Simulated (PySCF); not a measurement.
PySCF job for C4H8Si, SMILES C(C[SiH2]C)#C, PBE-D3(BJ)/def2-SVP. Geometry: PBE-D3(BJ)/def2-SVP. The values are those of a single conformer.

```python
import numpy as np
from pyscf import gto, scf, dft, df
from pyscf.hessian import thermo

mol = gto.M(
    atom='''
    C     0.25841725   -2.96813225    0.00000000
    C    -0.26779273   -1.86303221    0.00000000
    C    -0.83166986   -0.52452518   -0.00000000
    Si    0.52885819    0.82703349   -0.00000000
    C    -0.26513949    2.54189407   -0.00000000
    H     0.71084206   -3.94914734    0.00000000
    H    -1.47877110   -0.36593685   -0.89123925
    H    -1.47877110   -0.36593685    0.89123925
    H     1.38452159    0.63896736    1.22301002
    H     1.38452158    0.63896736   -1.22301003
    H    -0.89967467    2.68638088    0.89799684
    H     0.51010062    3.33462912   -0.00000000
    H    -0.89967468    2.68638088   -0.89799683
    ''',
    basis='def2-SVP',
    charge=0,
    spin=0,
    max_memory=1600,
    verbose=3,
)
mf = dft.RKS(mol, xc='pbe').density_fit(auxbasis='def2-universal-jkfit')
mf.disp = 'd3bj'
mf.grids.level = 3
mf.conv_tol = 1e-11
mf.max_cycle = 100
mf.kernel()

# [left out here: the lines that compute and print the analytic Hessian (its translational invariance restored by hand, since the grid's response is missing), thermochemistry and intensities]
```

Log of the run:

```
converged SCF energy = -446.099747481623

WARN: DFTD3 does not support analytical Hessian, using finite difference


WARN: Mole.unit (angstrom) is changed to Bohr

Mode                                 0                   1                   2
Irrep
Freq [cm^-1]                       65.7067            100.9085            158.1701
Reduced mass [au]                   2.7852              3.4432              1.0599
Force const [Dyne/A]                0.0071              0.0207              0.0156
Char temp [K]                      94.5373            145.1848            227.5716
Normal mode                   x     y     z       x     y     z       x     y     z
       0   C                 0.00  0.00  0.12    0.12  0.09 -0.00   -0.00 -0.00  0.00
       1   C                -0.00  0.00 -0.00   -0.02  0.03  0.00    0.00 -0.00  0.02
       2   C                -0.00 -0.00 -0.12   -0.10 -0.01  0.00    0.00 -0.00  0.03
       3  Si                -0.00 -0.00 -0.07   -0.06 -0.05 -0.00   -0.00  0.00 -0.03
       4   C                 0.00  0.00  0.14    0.11  0.02 -0.00   -0.00  0.00  0.01
       5   H                 0.00  0.00  0.22    0.23  0.14 -0.00   -0.00 -0.00 -0.01
       6   H                 0.07 -0.04 -0.17   -0.10 -0.03 -0.00   -0.06 -0.01  0.08
       7   H                -0.07  0.04 -0.17   -0.10 -0.03  0.00    0.06  0.01  0.08
       8   H                 0.06 -0.11 -0.13   -0.07 -0.12 -0.00    0.03 -0.01 -0.05
       9   H                -0.06  0.11 -0.13   -0.07 -0.12  0.00   -0.03  0.01 -0.05
      10   H                 0.07 -0.09  0.20    0.13  0.10  0.00   -0.42 -0.23 -0.24
      11   H                 0.00 -0.00  0.16    0.20 -0.07  0.00   -0.00  0.00  0.58
      12   H                -0.07  0.09  0.20    0.13  0.10 -0.00    0.42  0.23 -0.24
Mode                                 3                   4                   5
Irrep
Freq [cm^-1]                      207.4225            336.5991            425.3495
Reduced mass [au]                   3.4612              2.6093              6.0692
Force const [Dyne/A]                0.0877              0.1742              0.6470
Char temp [K]                     298.4348            484.2912            611.9832
Normal mode                   x     y     z       x     y     z       x     y     z
       0   C                 0.02  0.11  0.00    0.00 -0.00  0.10   -0.08  0.01  0.00
       1   C                -0.07  0.07  0.00    0.00 -0.00 -0.21    0.19  0.14  0.00
       2   C                -0.03  0.07  0.00   -0.00 -0.00  0.03   -0.00  0.04 -0.00
       3  Si                 0.07 -0.05 -0.00   -0.00  0.00  0.01   -0.04 -0.04 -0.00
       4   C                -0.07 -0.12  0.00    0.00  0.00 -0.00    0.01 -0.05  0.00
       5   H                 0.08  0.14  0.00    0.00 -0.00  0.27   -0.22 -0.05 -0.00
       6   H                -0.02  0.12 -0.00   -0.23  0.16  0.23   -0.00 -0.05 -0.01
       7   H                -0.02  0.12  0.00    0.23 -0.16  0.23   -0.00 -0.05  0.01
       8   H                 0.06 -0.07  0.00    0.01 -0.01  0.01   -0.06 -0.10  0.00
       9   H                 0.06 -0.07 -0.00   -0.01  0.01  0.01   -0.06 -0.10 -0.00
      10   H                -0.10 -0.23 -0.00   -0.01  0.02 -0.01    0.01 -0.05 -0.00
      11   H                -0.20  0.01  0.00    0.00 -0.00 -0.02    0.00 -0.04  0.00
      12   H                -0.10 -0.23  0.00    0.01 -0.02 -0.01    0.01 -0.05  0.00
Mode                                 6                   7                   8
Irrep
Freq [cm^-1]                      443.1003            549.5245            605.6707
Reduced mass [au]                   1.0925              1.0887              1.5175
Force const [Dyne/A]                0.1264              0.1937              0.3280
Char temp [K]                     637.5226            790.6435            871.4253
Normal mode                   x     y     z       x     y     z       x     y     z
       0   C                -0.00  0.00  0.01   -0.00 -0.00  0.01   -0.09 -0.06  0.00
       1   C                 0.00  0.00 -0.03    0.00 -0.00 -0.05    0.06  0.01  0.00
       2   C                 0.00  0.00  0.01   -0.00 -0.00  0.06   -0.08 -0.03 -0.00
       3  Si                -0.00 -0.00  0.05    0.00  0.00 -0.00    0.04  0.01  0.00
       4   C                -0.00 -0.00 -0.00    0.00  0.00 -0.03    0.01  0.06 -0.00
       5   H                -0.00  0.00  0.02    0.00 -0.00  0.02    0.62  0.27  0.00
       6   H                 0.22  0.09 -0.14    0.26  0.12 -0.12   -0.09 -0.10 -0.01
       7   H                -0.22 -0.09 -0.14   -0.26 -0.12 -0.12   -0.09 -0.10  0.01
       8   H                 0.47 -0.08 -0.29    0.07  0.49  0.02    0.01 -0.13 -0.00
       9   H                -0.47  0.08 -0.29   -0.07 -0.49  0.02    0.01 -0.13  0.00
      10   H                -0.13  0.18 -0.13    0.13 -0.27  0.11   -0.04 -0.09 -0.01
      11   H                 0.00 -0.00 -0.08   -0.00  0.00  0.16   -0.17  0.23 -0.00
[...]
       1   C                -0.02 -0.01  0.00   -0.00 -0.00 -0.00   -0.00 -0.00  0.00
       2   C                -0.07  0.06  0.00   -0.00  0.00 -0.00   -0.00  0.00  0.00
       3  Si                -0.00 -0.00 -0.00   -0.01 -0.00  0.00   -0.00 -0.00 -0.01
       4   C                 0.00  0.00  0.00   -0.05 -0.02  0.00   -0.00 -0.00 -0.06
       5   H                 0.01 -0.01 -0.00    0.00 -0.00  0.00    0.00  0.00 -0.00
       6   H                 0.46 -0.24 -0.41    0.04 -0.02 -0.04    0.00  0.02 -0.00
       7   H                 0.46 -0.24  0.41    0.04 -0.02  0.04   -0.00 -0.02 -0.00
       8   H                 0.01  0.00 -0.01    0.01  0.01 -0.01   -0.01  0.01  0.01
       9   H                 0.01  0.00  0.01    0.01  0.01  0.01    0.01 -0.01  0.01
      10   H                -0.05 -0.00 -0.03    0.51  0.06  0.38    0.23  0.41  0.05
      11   H                 0.03 -0.02  0.00   -0.28  0.22 -0.00   -0.00  0.00  0.71
      12   H                -0.05 -0.00  0.03    0.51  0.06 -0.38   -0.23 -0.41  0.05
Mode                                24                  25                  26
Irrep
Freq [cm^-1]                     2158.1780           2166.7880           2170.8669
Reduced mass [au]                   2.7907              1.2885              1.0516
Force const [Dyne/A]                7.6585              3.5643              2.9200
Char temp [K]                    3105.1376           3117.5256           3123.3941
Normal mode                   x     y     z       x     y     z       x     y     z
       0   C                 0.06 -0.12  0.00   -0.03  0.07  0.00    0.00 -0.00 -0.00
       1   C                -0.08  0.18 -0.00    0.05 -0.10 -0.00   -0.00  0.00 -0.00
       2   C                 0.01 -0.03 -0.00   -0.01  0.02  0.00    0.00 -0.00  0.00
       3  Si                 0.01 -0.00  0.00    0.02 -0.00  0.00   -0.00  0.00  0.04
       4   C                 0.00  0.00  0.00   -0.00  0.00  0.00    0.00 -0.00  0.00
       5   H                 0.11 -0.23  0.00   -0.06  0.13  0.00    0.00 -0.00  0.00
       6   H                 0.01 -0.02  0.00   -0.00  0.01 -0.00    0.00  0.00  0.00
       7   H                 0.01 -0.02 -0.00   -0.00  0.01  0.00   -0.00 -0.00  0.00
       8   H                -0.19  0.05 -0.28   -0.34  0.07 -0.50   -0.40  0.09 -0.56
       9   H                -0.19  0.05  0.28   -0.34  0.07  0.50    0.40 -0.09 -0.56
      10   H                 0.00 -0.00  0.00    0.00 -0.00  0.00   -0.00  0.00  0.00
      11   H                 0.00  0.00 -0.00    0.00 -0.00 -0.00   -0.00 -0.00  0.00
      12   H                 0.00 -0.00 -0.00    0.00 -0.00 -0.00    0.00 -0.00  0.00
Mode                                27                  28                  29
Irrep
Freq [cm^-1]                     2960.2223           2976.6616           3011.6782
Reduced mass [au]                   1.0595              1.0355              1.1030
Force const [Dyne/A]                5.4701              5.4059              5.8945
Char temp [K]                    4259.1007           4282.7533           4333.1344
Normal mode                   x     y     z       x     y     z       x     y     z
       0   C                 0.00 -0.00  0.00   -0.00  0.00  0.00   -0.00  0.00 -0.00
       1   C                -0.00  0.00 -0.00   -0.00 -0.00 -0.00    0.00 -0.00 -0.00
       2   C                -0.06  0.02 -0.00    0.00 -0.00 -0.00    0.00 -0.00 -0.09
       3  Si                -0.00  0.00  0.00   -0.00  0.00  0.00   -0.00 -0.00 -0.00
       4   C                 0.00 -0.00  0.00    0.02 -0.04  0.00   -0.00  0.00  0.00
       5   H                 0.00 -0.00  0.00    0.00  0.00  0.00   -0.00  0.00 -0.00
       6   H                 0.38 -0.10  0.56   -0.01  0.00 -0.01    0.40 -0.09  0.53
       7   H                 0.38 -0.10 -0.56   -0.01  0.00  0.01   -0.40  0.09  0.53
       8   H                 0.00 -0.00  0.00    0.00 -0.00 -0.00    0.00  0.00  0.00
       9   H                 0.00 -0.00 -0.00    0.00 -0.00  0.00   -0.00 -0.00  0.00
      10   H                -0.01  0.00  0.01   -0.33  0.06  0.47    0.00  0.00 -0.00
      11   H                 0.01  0.01 -0.00    0.39  0.38 -0.00   -0.00 -0.00  0.00
      12   H                -0.01  0.00 -0.01   -0.33  0.06 -0.47   -0.00 -0.00 -0.00
Mode                                30                  31                  32
Irrep
Freq [cm^-1]                     3076.6676           3078.4306           3410.9325
Reduced mass [au]                   1.1024              1.1021              1.1568
Force const [Dyne/A]                6.1485              6.1534              7.9293
Char temp [K]                    4426.6397           4429.1762           4907.5724
Normal mode                   x     y     z       x     y     z       x     y     z
       0   C                 0.00 -0.00 -0.00    0.00 -0.00 -0.00    0.04 -0.09 -0.00
       1   C                -0.00  0.00  0.00   -0.00  0.00 -0.00   -0.01  0.03 -0.00
       2   C                -0.00 -0.00 -0.00   -0.00 -0.00  0.00    0.00 -0.00  0.00
       3  Si                 0.00  0.00 -0.00    0.00  0.00  0.00   -0.00 -0.00  0.00
       4   C                 0.00  0.00 -0.09    0.08  0.04  0.00    0.00  0.00 -0.00
       5   H                 0.00 -0.00 -0.00    0.00 -0.00  0.00   -0.39  0.84  0.00
       6   H                 0.00  0.00  0.00   -0.00 -0.00 -0.00    0.00 -0.00  0.00
       7   H                -0.00 -0.00  0.00   -0.00 -0.00  0.00    0.00 -0.00 -0.00
       8   H                 0.00 -0.00  0.00   -0.00  0.00 -0.00    0.00  0.00  0.00
       9   H                -0.00  0.00  0.00   -0.00  0.00  0.00    0.00  0.00 -0.00
      10   H                -0.39  0.09  0.54   -0.20  0.06  0.31   -0.00 -0.00  0.00
      11   H                -0.00 -0.00 -0.02   -0.55 -0.56  0.00   -0.00  0.00 -0.00
      12   H                 0.39 -0.09  0.54   -0.21  0.06 -0.31   -0.00 -0.00 -0.00
temperature 298.1500 [K]
pressure 101325.00 [Pa]
Rotational constants [GHz] 14.21839 1.70649 1.58322
Symmetry number 1
Zero-point energy (ZPE) 0.09704 [Eh]   254782.104 [J/mol]
                           tot       elec      trans        rot        vib
Entropy [J/mol/K]       352.875      0.000    164.034    110.995     77.846
Cv [J/mol/K]            114.683      0.000     12.472     12.472     89.739
Cp [J/mol/K]            122.997      0.000     20.786     12.472     89.739
Internal energy [J/mol]                      3718.434   3718.434 267572.710
Internal energy [Eh]   -445.99500  -446.09975
Enthalpy [J/mol]                             6197.391   3718.434 267572.710
Enthalpy [Eh]          -445.99406
Gibbs free energy [J/mol]                  -42709.411 -29374.665 244363.044
Gibbs free energy [Eh] -446.03413
mode   freq/cm-1   IR/(km/mol)
   1       65.71         0.019
   2      100.91         0.032
   3      158.17         0.000
   4      207.42         1.982
   5      336.60         8.654
   6      425.35         9.467
   7      443.10         7.551
   8      549.52         0.008
   9      605.67        36.252
  10      619.26         9.156
  11      648.38        37.962
  12      693.54        27.308
  13      745.03        25.061
  14      806.77        27.743
  15      851.16        25.453
  16      863.25       216.219
  17      915.30        67.315
  18      967.07         3.211
  19     1107.96         1.989
  20     1130.41        27.882
  21     1217.33        16.642
  22     1357.82         3.667
  23     1384.59         2.786
  24     1385.49         4.929
  25     2158.18        27.930
  26     2166.79        68.458
  27     2170.87       118.085
  28     2960.22         9.347
  29     2976.66         2.889
  30     3011.68         1.116
  31     3076.67         3.443
  32     3078.43         2.462
  33     3410.93        79.275
max |gradient| / (hartree/bohr): 4.563245694177585e-05
APT charges: [-0.3517  0.0668 -0.2729  1.1504 -0.3566  0.205   0.0084  0.0084 -0.2569
 -0.2569  0.0215  0.0131  0.0215]
```

Self-consistency was reached.
